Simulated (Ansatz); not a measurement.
## Worked example: SiH2(CH3)2 + Si(CH3)F2 → SiH(CH3)2 + SiH(CH3)F2

Species: SiH2(CH3)2 (dimethylsilane), singlet; Si(CH3)F2, doublet; SiH(CH3)2, doublet; SiH(CH3)F2, singlet. A radical takes H: the energy is the difference in strength between two Si–H bonds in different surroundings.

Shapes, held fixed at every level: PBE0-D4/def2-TZVP. Programs: Ansatz 0.2.0. The zero-point and thermal change to 298 K, harmonic and unscaled (PBE0-D4/def2-TZVP), is -0.1 kJ/mol.

At CCSD(T)/CBS estimate; 1 Eh = 2625.50 kJ/mol:

```
   species  energy (Eh)
SiH2(CH3)2  -370.015948
 Si(CH3)F2  -528.612492
 SiH(CH3)2  -369.358388
SiH(CH3)F2  -529.276536
```

Question: Work out ΔH(298 K) of the reaction at this level.

Answer: 
1. Products less reactants: (-369.358388) + (-529.276536) − [(-370.015948) + (-528.612492)] = -0.006484 Eh = -17.0 kJ/mol.
2. With the thermal change: -17.0 + (-0.1) = -17.1 kJ/mol.

Other levels give -22.9 (CCSD/def2-SVP) to -14.0 kJ/mol (B3LYP-D4/def2-TZVPP). No measured value is set beside it here. Open shells run unrestricted unless RO is named. The CBS estimate extrapolates MP2 from def2-TZVPP and def2-QZVPP and adds CCSD(T) − MP2 in the triple-zeta set, cores frozen.
